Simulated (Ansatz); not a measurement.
Reaction (isomerisation): `NC[SiH](N)O` → `N[SiH2]NCO`

Computed with Ansatz on PBE0-D4/def2-TZVP structures; ΔE is electronic, products minus reactants. CCSD(T)/CBS adds triple-zeta CCSD(T) − MP2 to the extrapolated MP2 energy (def2 sets, frozen cores). Functionals use def2-TZVPP. Each species was taken in one conformer, which may not be the lowest.

`NC[SiH](N)O`:

Z-matrix (Å, degrees):
```
C
Si 1 1.871
N 1 1.464 2 107.4
H 1 1.101 2 111.2 3 -126.3
H 1 1.095 2 107.5 3 117.2
O 2 1.654 1 102.5 3 61.3
N 2 1.710 1 113.4 3 -58.5
H 2 1.490 1 112.6 3 -178.8
H 3 1.012 1 111.4 2 178.5
H 3 1.013 1 109.8 2 -62.9
H 6 0.958 2 115.6 1 -159.8
H 7 1.005 2 120.8 1 -113.0
H 7 1.008 2 119.7 1 34.8
```

`N[SiH2]NCO`:

```xyz
13

N     1.870    1.262    0.618
Si    1.003    0.363   -0.549
N    -0.642    0.268   -0.069
C    -1.529   -0.831   -0.291
O    -2.102   -1.325    0.898
H     1.941    0.975    1.579
H     2.633    1.857    0.341
H     1.385   -1.067   -0.737
H     1.279    1.088   -1.822
H    -1.104    1.103    0.261
H    -0.969   -1.616   -0.816
H    -2.385   -0.552   -0.912
H    -1.379   -1.525    1.500
```

```tsv
species	B2PLYP energy (Eh)
`NC[SiH](N)O`	-517.04109
`N[SiH2]NCO`	-517.00445
```

Problem. Work out ΔE.

Solution. ΔE = (-517.00445) − (-517.04109) = 0.03664 Eh = +96.2 kJ/mol. CCSD(T)/CBS gives +100.6 kJ/mol.

Largest T1 diagnostic among the species: 0.011.

In def2-TZVPP, CCSD(T) changes the Hartree–Fock value by +7.2 kJ/mol (the triples alone add −0.1 kJ/mol) and MP2 by +11.9 kJ/mol. The D4 term adds +3.1 kJ/mol with B3LYP and +1.6 kJ/mol with PBE0; it sums over pairs of atoms, weighted by their polarisabilities, and B3LYP, whose exchange is more repulsive, gets the larger term.

B3LYP here is the variant with VWN-RPA as its local correlation; programs differ in this.
